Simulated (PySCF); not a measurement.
**Spin-rotation constants: `InChI=1S/C6H5BrOS/c1-4-2-3-5(9-4)6(7)8/h2-3H,1H3`**

Geometry:
```json
{"atom": "C1", "x (Å)": "-2.528", "y (Å)": "0.273", "z (Å)": "0.414"}
{"atom": "C2", "x (Å)": "-1.080", "y (Å)": "0.086", "z (Å)": "0.151"}
{"atom": "C3", "x (Å)": "-0.488", "y (Å)": "-0.847", "z (Å)": "-0.660"}
{"atom": "C4", "x (Å)": "0.906", "y (Å)": "-0.756", "z (Å)": "-0.691"}
{"atom": "C5", "x (Å)": "1.390", "y (Å)": "0.258", "z (Å)": "0.105"}
{"atom": "C6", "x (Å)": "2.721", "y (Å)": "0.696", "z (Å)": "0.364"}
{"atom": "O7", "x (Å)": "3.115", "y (Å)": "1.576", "z (Å)": "1.055"}
{"atom": "Br8", "x (Å)": "4.076", "y (Å)": "-0.385", "z (Å)": "-0.624"}
{"atom": "S9", "x (Å)": "0.088", "y (Å)": "1.108", "z (Å)": "0.901"}
{"atom": "H10", "x (Å)": "-3.109", "y (Å)": "-0.459", "z (Å)": "-0.142"}
{"atom": "H11", "x (Å)": "-2.742", "y (Å)": "0.161", "z (Å)": "1.476"}
{"atom": "H12", "x (Å)": "-2.845", "y (Å)": "1.273", "z (Å)": "0.121"}
{"atom": "H13", "x (Å)": "-1.045", "y (Å)": "-1.578", "z (Å)": "-1.219"}
{"atom": "H14", "x (Å)": "1.537", "y (Å)": "-1.405", "z (Å)": "-1.272"}
```

Method: GIAO CAM-B3LYP/pcSseg-1 magnetisability, rotational g tensor and spin-rotation constants, non-relativistic, gas phase (PySCF). Geometry: GFN2-xTB.

The calculation is non-relativistic, which matters for the atoms heavier than Zn.

Task: Give the nuclear spin-rotation constants along the inertial axes (H = +C I·J) beside the isotropic shieldings.

Result: Rotational constants 2.7759, 0.4837, 0.4130 GHz. A star marks the isotopologue with that one atom substituted, in its own axes.
| atom | isotope | Caa (kHz) | Cbb (kHz) | Ccc (kHz) | mean (kHz) | σ (ppm) |
| --- | --- | --- | --- | --- | --- | --- |
| Br8 | 79Br | 3.383 | 1.307 | 1.220 | 1.970 | 1623.7 |
| H10 | 1H | -0.218 | 0.003 | -0.047 | -0.088 | 29.2 |
| H11 | 1H | -0.235 | -0.039 | -0.008 | -0.094 | 29.0 |
| H12 | 1H | -0.235 | -0.039 | -0.008 | -0.094 | 29.0 |
| H13 | 1H | -0.202 | 0.037 | -0.047 | -0.071 | 24.9 |
| H14 | 1H | 0.038 | 0.004 | -0.046 | -0.001 | 23.6 |
| C1 | 13C* | 0.354 | 0.077 | 0.060 | 0.164 | 166.3 |
| C2 | 13C* | 1.509 | 0.208 | 0.073 | 0.597 | 9.2 |
| C3 | 13C* | 1.055 | 0.199 | 0.068 | 0.441 | 51.7 |
| C4 | 13C* | 1.317 | 0.205 | 0.065 | 0.529 | 30.1 |
| C5 | 13C* | 1.226 | 0.174 | 0.090 | 0.497 | 39.1 |
| C6 | 13C* | 1.440 | 0.155 | 0.128 | 0.574 | 8.4 |
| O7 | 17O* | -1.597 | -0.399 | -0.061 | -0.686 | -235.1 |
| S9 | 33S* | 1.099 | 0.219 | 0.129 | 0.482 | 220.2 |

For the geometry as given, no vibrational averaging.
